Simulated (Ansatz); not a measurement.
Question: Name a neutral molecule of Cl, O, S, Si and H with LUMO energy (B3LYP/def2-TZVPP) between -0.65 and -0.35 eV and LUMO energy (PBE/def2-TZVPP) between -1.30 and -1.00 eV (Ansatz, PBE0-D4/def2-TZVP geometry).

Answer: `O[SiH2]S[SiH2]Cl` (-0.44 eV, -1.15 eV); `O[SiH](O)S[SiH](O)Cl` (-0.42 eV, -1.10 eV); `O[SiH2]S[SiH](Cl)Cl` (-0.43 eV, -1.16 eV). Other molecules can fit too; these were computed, each in one conformer that needn't be the lowest.

B3LYP here is the variant with VWN-RPA as its local correlation; programs differ in this.
